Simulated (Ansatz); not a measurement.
Problem. Name a neutral molecule of C, F, Ge, O and H with LUMO energy (B3LYP/def2-TZVPP) between -1.00 and -0.70 eV and HOMO energy (ωB97M-V/def2-TZVPP) between -11.25 and -10.95 eV (Ansatz, PBE0-D4/def2-TZVP geometry).

Solution. `C#[C][Ge]([F])([F])[O]C` (-0.96 eV, -11.24 eV); `C[O][Ge]([F])([F])[O]C` (-0.88 eV, -11.23 eV); `C[O][Ge]([C](F)(F)F)([C](F)(F)F)[C](F)(F)F` (-0.78 eV, -11.20 eV). Other molecules can fit too; these were computed, each in one conformer that needn't be the lowest.

B3LYP here is the variant with VWN-RPA as its local correlation; programs differ in this.
